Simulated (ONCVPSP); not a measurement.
# Rb: one change to an ONCV potential, before and after

```json
{"Element": "Rb (Z = 37)", "Generator": "ONCVPSP 4.0.1", "Type": "optimised norm-conserving Vanderbilt (ONCV)", "Functional": "PBE", "Relativity": "scalar-relativistic", "Frozen core": "[Ar] 3d10 4s2", "Valence charge": "7", "Reference configuration": "4p6 5s1", "Partial waves": "5s: rc 3.50 bohr, ncon 3, nbas 7, qcut 1.5 1/bohr, 2 projectors, debl 1.2 Ha; 4p: rc 2.20 bohr, ncon 4, nbas 7, qcut 5.5 1/bohr, 3 projectors, debl 3.5 Ha; d scattering state at 0.31 Ha: rc 2.20 bohr, ncon 4, nbas 7, qcut 3.7 1/bohr, local", "Local potential": "the d channel", "Core correction": "Teter function, fcfact 4, rcfact 1.65"}
```

All-electron outer shells of the reference configuration (PBE, scalar-relativistic, ld1.x):

```csv
shell,level (eV),outermost node (bohr),outermost maximum (bohr)
4s,-31.89,0.62,1.25
4p,-15.96,0.64,1.42
5s,-2.23,1.79,4.38
```

Change: d: qcut 2.2.

Cutoffs: the cutoffs (Ha) at which the residual kinetic energy of the hardest occupied pseudo-wave falls to 1 and 0.1 mHa per electron; they do not see the model core or the augmentation charge, which bear on the density cutoff. Errors are all-electron minus pseudo energies relative to the spin-unpolarised reference configuration.

Question: How do hardness, ghosts and transferability respond?

Answer: The potential gets neither clearly harder nor softer (6.4 Ha and 7.9 Ha → 6.4 Ha and 7.9 Ha); the bound ghosts move from s to p, s; of the 4 tests that both files solve, the error grows in 1 and shrinks in 0 by more than 15 % and 0.3 meV (median size 4.8 → 4.7 meV).

```tsv
quantity	base	changed
cutoff, loose	6.4 Ha	6.4 Ha
cutoff, tight	7.9 Ha	7.9 Ha
bound ghosts	s	s, p
GHOST(+) flags under 300 eV	none	none
error for 4p6 5s0, meV [ΔE 4.15 eV]	+7.3	+7.4
error for 4p6 5s0.5, meV [ΔE 1.58 eV]	+1.0	+1.4
error for 4p6 5s0 5p1, meV [ΔE 1.52 eV]	+2.3	+2.1
error for 4p5 5s1, meV [ΔE 21.14 eV]	-133	-133
s: phases at 3.55 bohr within 0.05 rad from the reference energy up to (Ha; the scan ends near 5)	1.5	n/a
p: phases at 2.24 bohr within 0.05 rad from the reference energy up to (Ha; the scan ends near 5)	to the end of the scan	to the end of the scan
d: phases at 2.24 bohr within 0.05 rad from the reference energy up to (Ha; the scan ends near 5)	2.2	1.9
rms error of d²Exc/dni dnj with the model core, mHa	1.01	1.02
```

Changed file: The cutoffs count occupied waves only; projector 1 of the d channel, the hardest unoccupied one, needs 25 Ha at the loose tolerance. A true bound ghost makes a file unfit for plane-wave use even where its test errors are small: the radial tests pick states by their node count and pass the ghost by.
